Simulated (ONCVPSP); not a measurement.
What one change does to a pseudopotential (lead (Pb), ONCV)

- Element: lead (Pb)
- Generator: ONCVPSP 4.0.1
- Type: optimised norm-conserving Vanderbilt (ONCV)
- Functional: PBE
- Relativity: scalar-relativistic
- Frozen core: [Xe] 4f14
- Valence charge: 14
- Reference configuration: 5d10 6s2 6p2
- Partial waves: 6s: rc 1.80 bohr, ncon 4, nbas 8, qcut 3 1/bohr, 2 projectors, debl 3.5 Ha; 6p: rc 2.55 bohr, ncon 4, nbas 7, qcut 3.8 1/bohr, 2 projectors, debl 3.3 Ha; 5d: rc 1.95 bohr, ncon 4, nbas 9, qcut 9 1/bohr, 2 projectors, debl 1 Ha
- Local potential: polynomial inside 1.55 bohr (lpopt 5, dvloc0 0 Ha)
- Core correction: Teter function fitted to the true core (icmod 2), fcfact 0.7

All-electron outer shells of the reference configuration (PBE, scalar-relativistic, ld1.x):

```tsv
shell	level (eV)	outermost node (bohr)	outermost maximum (bohr)
4f	-132.89	–	0.35
5p	-85.83	0.49	0.88
5d	-21.18	0.52	1.07
6s	-12.04	1.01	1.95
6p	-3.50	1.18	2.67
```

Change: functional LDA (Perdew-Zunger).

Cutoffs: the cutoffs (Ha) at which the residual kinetic energy of the hardest occupied pseudo-wave falls to 1 and 0.1 mHa per electron; they do not see the model core or the augmentation charge, which bear on the density cutoff. Errors are all-electron minus pseudo energies relative to the spin-unpolarised reference configuration.

Problem. Predict the effect on cutoff, ghosts and configuration errors.

Solution. The potential gets neither clearly harder nor softer (25 Ha and 35 Ha → 25 Ha and 35 Ha); the number of tests with a reliable result goes from 3 to 4; of the 3 tests that both files solve, the error grows in 1 and shrinks in 0 by more than 15 % and 0.3 meV (median size 9.9 → 11.5 meV); the range in which the d phases agree narrows (upper end at the end of the scan → 3.1); neither file shows a bound ghost.

```csv
quantity,base,changed
"cutoff, loose",25 Ha,25 Ha
"cutoff, tight",35 Ha,35 Ha
loose cutoff by channel,"s 12 Ha, p 5.1 Ha, d 25 Ha","s 12 Ha, p 5.1 Ha, d 25 Ha"
bound ghosts,none,none
GHOST(+) flags under 300 eV,"s at 3.8 eV, p at 70.4 eV","s at 5.4 eV, p at 71.7 eV"
tests with a reliable result,3 of 4,4 of 4
"error for 5d10 6s2 6p1, meV [ΔE 6.58 → 6.83 eV]",-3.1,-3.2
"error for 5d10 6s2 6p0, meV [ΔE 20.02 → 20.59 eV]",-9.9,-11
"error for 5d9 6s2 6p2, meV [ΔE 27.16 → 27.30 eV]",-116,-156
s: phases at 1.83 bohr within 0.05 rad from the reference energy up to (Ha; the scan ends near 5),0.1,n/a
p: phases at 2.58 bohr within 0.05 rad from the reference energy up to (Ha; the scan ends near 5),2.4,2.4
d: phases at 1.97 bohr within 0.05 rad from the reference energy up to (Ha; the scan ends near 5),to the end of the scan,3.1
"rms error of d²Exc/dni dnj with the model core, mHa",0.63,0.76
```
